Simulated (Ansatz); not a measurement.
Total energies of Zn(NH2)2 (ZnN₂H₄) from Ansatz at CCSD(T)/def2-TZVPP, gas phase (1 Eh = 27.2114 eV = 2625.5 kJ/mol). The reference geometry is relaxed at PBE-D4/def2-TZVP.

```json
{"state": "charge 0 singlet", "geometry": "reference", "energy (Eh)": "-1890.03891"}
{"state": "charge 1 doublet", "geometry": "reference", "energy (Eh)": "-1889.69835"}
{"state": "free Zn atom (singlet)", "geometry": "–", "energy (Eh)": "-1778.27005"}
{"state": "free N atom (quartet)", "geometry": "–", "energy (Eh)": "-54.51594"}
{"state": "free H atom (doublet)", "geometry": "–", "energy (Eh)": "-0.49981"}
```

Correlated methods freeze 11 core orbitals.

(1) Work out the vertical ionisation energy to the doublet.

(2) What is the binding energy per atom against free atoms?

(1) E(charge 1 doublet) − E(charge 0 singlet) = -1889.69835 − (-1890.03891) = 0.34056 Eh = 9.27 eV.

(2) Atoms: 1 × (-1778.27005) + 2 × (-54.51594) + 4 × (-0.49981) = -1889.30117 Eh. Binding: -1889.30117 − (-1890.03891) = 0.73774 Eh = 20.07 eV, or 2.87 eV for each of 7 atoms (no zero-point energy, no counterpoise term).
